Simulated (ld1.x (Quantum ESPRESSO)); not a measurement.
Before and after: TM potential for sulfur

* Element: sulfur (S)
* Generator: ld1.x (Quantum ESPRESSO) 7.5
* Type: norm-conserving Troullier–Martins (Kleinman–Bylander form)
* Functional: PBE
* Relativity: scalar-relativistic
* Frozen core: [Ne]
* Valence charge: 6
* Reference configuration: 3s2 3p4
* Partial waves: 3s (bound): rc 1.10 bohr; 3p (bound): rc 1.15 bohr; 3d channel at 0.35 Ry: rc 0.95 bohr
* Local potential: the d channel
* Core correction: none

All-electron outer shells of the reference configuration (PBE, scalar-relativistic, ld1.x):

```
shell  level (eV)  outermost node (bohr)  outermost maximum (bohr)
   2s     -211.71                   0.13                      0.39
   2p     -156.51                      –                      0.33
   3s      -17.26                   0.60                      1.40
   3p       -7.01                   0.58                      1.61
```

Change: wave 3s (bound): rc 1.10 bohr becomes 3s (bound): rc 1.14 bohr.

Cutoffs: the cutoffs (Ry, on a coarse ladder) from which the occupation-weighted sum of valence levels, in a spherical-Bessel basis at the reference potential, stays within 10 and 1 mRy of its value at 400 Ry; they do not see the model core or the augmentation charge, which bear on the density cutoff. Errors are all-electron minus pseudo energies relative to the spin-unpolarised reference configuration.

Question: What does the change do?

Answer: The potential gets neither clearly harder nor softer (90 Ry and 180 Ry → 90 Ry and 160 Ry); both files keep a bound ghost (s); of the 7 tests that both files solve, the error grows in 2 and shrinks in 1 by more than 15 % and 0.3 meV (median size 15.1 → 12.9 meV).

```csv
quantity,base,changed
"cutoff, loose",90 Ry,90 Ry
"cutoff, tight",180 Ry,160 Ry
loose cutoff by channel (10 mRy a level),"s 55 Ry, p 70 Ry","s 50 Ry, p 70 Ry"
bound ghosts,s,s
"error for 3s2 3p3, meV [ΔE 11.77 eV]",+2.5,+2.7
"error for 3s2 3p2, meV [ΔE 34.05 eV]",+12,+13
"error for 3s2 3p1, meV [ΔE 68.09 eV]",+23,+27
"error for 3s0 3p6, meV [ΔE 20.74 eV]",+19,+13
"error for 3s2 3p3.5, meV [ΔE 4.66 eV]",+0.5,+0.5
"error for 3s1 3p4, meV [ΔE 22.65 eV]",+15,+13
"error for 3s2 3p0, meV [ΔE 114.89 eV]",+23,+37
s: phases at 1.25 bohr within 0.05 rad from the reference energy up to (Ry; the scan ends near 5),to the end of the scan,to the end of the scan
p: phases at 1.25 bohr within 0.05 rad from the reference energy up to (Ry; the scan ends near 5),0.9,0.9
d: phases at 1.25 bohr within 0.05 rad from the reference energy up to (Ry; the scan ends near 5),to the end of the scan,to the end of the scan
```

 A true bound ghost makes a file unfit for plane-wave use even where its test errors are small: the radial tests pick states by their node count and pass the ghost by.
